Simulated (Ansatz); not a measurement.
H₃Ga, charge -1, doublet, at a GFN2-xTB geometry (such geometries of metal compounds can be far from the true shape) (a state made from the parent by changing its charge; the spin is typed, not shown lowest) (a gas-phase anion, which may not be bound at this level). Base run: PBE/6-31G run with Ansatz (an electronic-structure program).

Geometry (Å):
```xyz
4

Ga     0.0000     0.0000     0.0000
H      0.4944    -0.3209     1.0160
H     -0.2237     1.1334    -0.2121
H     -0.2707    -0.8125    -0.8039
```
Charge -1, spin multiplicity 2.
Orbitals are unrestricted.
All else is at Ansatz's defaults.

Variants of this job, named by their change:

```tsv
change	basis functions	E (Eh)
base	35	-1925.73752
basis = x2c-TZVPall; relativity = spin-free X2C; nucleus = Gaussian	66	-1945.12238
basis = x2c-TZVPall; relativity = none	66	-1918.18318
basis = ANO-RCC-VDZP; relativity = spin-free X2C; nucleus = Gaussian	42	-1945.12809
basis = x2c-SVPall; relativity = none	47	-1918.79292
basis = ANO-RCC-VDZP; relativity = none	42	-1915.06941
basis = x2c-SVPall; relativity = spin-free X2C; nucleus = Gaussian	47	-1944.77502
basis = x2c-SVPall; relativity = spin-free X2C	47	-1944.78363
basis = ANO-RCC-VDZP; relativity = spin-free X2C	42	-1945.13910
basis = x2c-TZVPall; relativity = spin-free X2C	66	-1945.13172
```

Totals shift with the method and basis; they matter in differences.

Ansatz warned in this series: the basis is contracted for relativity, which the run leaves out.

A gas-phase anion may not be bound at this level; its values then depend on the basis.

Basis sets contracted for a relativistic Hamiltonian are a mismatch without it, so the rows without relativity aren't non-relativistic limits. No row has spin-orbit coupling; sets with core potentials leave out the core electrons.
